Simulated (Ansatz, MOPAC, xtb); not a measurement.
Diatomic NiF+, multiplicity 3 (lowest of 2S+1 = 1, 3, 5 at CCSD(T)/def2-TZVPP on PBE0 minima; our sources give no spin for the ground state, which may be another). No spin–orbit coupling. Ni is treated without relativity. The T1 diagnostic near the minimum is 0.050, so single-reference values are doubtful.

Constants: fifth-degree fit in 1/R to seven points, most abundant isotopes. Runs in def2 and cc sets follow the lowest solution found near the PBE0 minimum.

The values were computed with Ansatz (Gaussian orbitals); MOPAC for PM6, PM7 (differences of heats of formation); xtb for the GFN methods.  The GFN methods have no spin term and hold the electronic entropy of 300 K.

```json
[
 {"level": "PM6", "r_e (Å)": "1.688", "ω_e (cm⁻¹)": "703", "α_e (cm⁻¹)": "0.0024", "ω_e x_e (cm⁻¹)": "2.2"},
 {"level": "PM7", "r_e (Å)": "1.639", "ω_e (cm⁻¹)": "722", "α_e (cm⁻¹)": "0.0022", "ω_e x_e (cm⁻¹)": "2.5"},
 {"level": "GFN1-xTB", "r_e (Å)": "1.622", "ω_e (cm⁻¹)": "601", "α_e (cm⁻¹)": "0.0039", "ω_e x_e (cm⁻¹)": "2.9"},
 {"level": "GFN2-xTB", "r_e (Å)": "1.654", "ω_e (cm⁻¹)": "607", "α_e (cm⁻¹)": "0.0033", "ω_e x_e (cm⁻¹)": "2.5"},
 {"level": "SVWN5/def2-TZVPP", "r_e (Å)": "1.657", "ω_e (cm⁻¹)": "758", "α_e (cm⁻¹)": "0.0036", "ω_e x_e (cm⁻¹)": "4.9"},
 {"level": "PBE/def2-TZVPP", "r_e (Å)": "1.696", "ω_e (cm⁻¹)": "698", "α_e (cm⁻¹)": "0.0036", "ω_e x_e (cm⁻¹)": "4.7"},
 {"level": "r2SCAN/def2-TZVPP", "r_e (Å)": "1.688", "ω_e (cm⁻¹)": "733", "α_e (cm⁻¹)": "0.0032", "ω_e x_e (cm⁻¹)": "4.3"},
 {"level": "B97M-V/def2-TZVPP", "r_e (Å)": "1.688", "ω_e (cm⁻¹)": "739", "α_e (cm⁻¹)": "0.0032", "ω_e x_e (cm⁻¹)": "4.3"},
 {"level": "B3LYP/def2-TZVPP", "r_e (Å)": "1.687", "ω_e (cm⁻¹)": "742", "α_e (cm⁻¹)": "0.0032", "ω_e x_e (cm⁻¹)": "4.4"},
 {"level": "PBE0/def2-TZVPP", "r_e (Å)": "1.677", "ω_e (cm⁻¹)": "764", "α_e (cm⁻¹)": "0.0031", "ω_e x_e (cm⁻¹)": "4.1"},
 {"level": "BHLYP/def2-TZVPP", "r_e (Å)": "1.685", "ω_e (cm⁻¹)": "779", "α_e (cm⁻¹)": "0.0027", "ω_e x_e (cm⁻¹)": "3.3"},
 {"level": "CAM-B3LYP/def2-TZVPP", "r_e (Å)": "1.672", "ω_e (cm⁻¹)": "779", "α_e (cm⁻¹)": "0.0030", "ω_e x_e (cm⁻¹)": "3.9"},
 {"level": "wB97X-V/def2-TZVPP", "r_e (Å)": "1.675", "ω_e (cm⁻¹)": "779", "α_e (cm⁻¹)": "0.0029", "ω_e x_e (cm⁻¹)": "3.8"},
 {"level": "wB97M-V/def2-TZVPP", "r_e (Å)": "1.681", "ω_e (cm⁻¹)": "768", "α_e (cm⁻¹)": "0.0029", "ω_e x_e (cm⁻¹)": "3.5"},
 {"level": "B2PLYP/def2-TZVPP", "r_e (Å)": "1.706", "ω_e (cm⁻¹)": "755", "α_e (cm⁻¹)": "0.0028", "ω_e x_e (cm⁻¹)": "3.7"},
 {"level": "CCSD/def2-TZVPP", "r_e (Å)": "1.679", "ω_e (cm⁻¹)": "780", "α_e (cm⁻¹)": "0.0028", "ω_e x_e (cm⁻¹)": "3.4"},
 {"level": "CCSD(T)/def2-TZVPP", "r_e (Å)": "1.680", "ω_e (cm⁻¹)": "768", "α_e (cm⁻¹)": "0.0030", "ω_e x_e (cm⁻¹)": "3.7"}
]
```

Correlated levels freeze the inner cores; with def2 sets outer-core shells near the valence are correlated too. The state that PM6, PM7 reach isn't checked; PM7 holds dispersion and hydrogen-bond terms.

Doubts at one or more of the structures used: T1 above 0.05 (CCSD/def2-TZVPP, CCSD(T)/def2-TZVPP).

Ansatz is a quantum-chemistry and plane-wave program.
